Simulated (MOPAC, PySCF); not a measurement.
Ligands exchanged one at a time, B F-CH3. All species are isolated molecules in the gas phase. Strings in code marks are SMILES.

Quantity: vertical ionisation energy (energy after one electron is removed minus that of the parent at the parent's geometry), in eV.

Level 1: B3LYP/6-31G* // PBE0-D3(BJ)/def2-TZVP (PySCF)
Level 2: PBE/6-31G* // PBE0-D3(BJ)/def2-TZVP (PySCF)
Level 3: minus the HOMO energy of PM7 // PBE0-D3(BJ)/def2-TZVP (MOPAC)
Level 4: minus the HOMO energy of TPSSh-D3(BJ)/def2-TZVP // PBE0-D3(BJ)/def2-TZVP (PySCF)

```
species   level 1  level 2  level 3  level 4
--------  -------  -------  -------  -------
`CB(C)F`    10.80    10.38    11.12     7.88
`CB(F)F`    12.64    12.14    12.15     9.38
```
